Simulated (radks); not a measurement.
Results of a calculation; reference values are marked as such.
Ionisation of Cu+, [Ar] 3d10, to Cu2+, [Ar] 3d9, under several functionals. Scalar-relativistic Kohn-Sham, spin-polarised, spherical densities, finite nucleus; open shells are filled with parallel spins first; a radial shooting solver on a logarithmic mesh with Libxc functionals. Known Delta-SCF values: Wu-Cohen GGA 21.079 eV; LDA (Slater exchange, Perdew-Zunger correlation) 21.445 eV; exchange-only PBE 20.083 eV. What does HCTH/407 give, and what is its highest occupied eigenvalue?

Answer. 21.430 eV by Delta-SCF; the 3d eigenvalue is -13.949 eV. NIST: 20.292 eV (measured).
